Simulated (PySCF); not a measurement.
Si(CCH)2(F)(H) (C4H3FSi), SMILES F[SiH](C#C)C#C. Geometry: PBE-D3(BJ)/def2-SVP. The structure was generated by enumeration, and PubChem lists no compound with its InChIKey, so it may never have been made.

Computed equilibrium geometry at PBE-D3(BJ)/def2-SVP (PySCF confirms it by a frequency run) as bond lengths and angles, and its point group:
point group Cs.
Atoms: Si1 F2 C3 C4 C5 C6 H7 H8 H9. Bond lengths (Å): Si1–F2 1.637, Si1–C3 1.829, Si1–C5 1.829, Si1–H7 1.493, C3–C4 1.228, C4–H8 1.083, C5–C6 1.228, C6–H9 1.083. Angles (°): F2–Si1–C3 108.8, F2–Si1–C5 108.8, F2–Si1–H7 107.7, C3–Si1–C5 109.6, C3–Si1–H7 111.0, C5–Si1–H7 111.0, Si1–C3–C4 179.0, C3–C4–H8 179.8, Si1–C5–C6 179.0, C5–C6–H9 179.8.
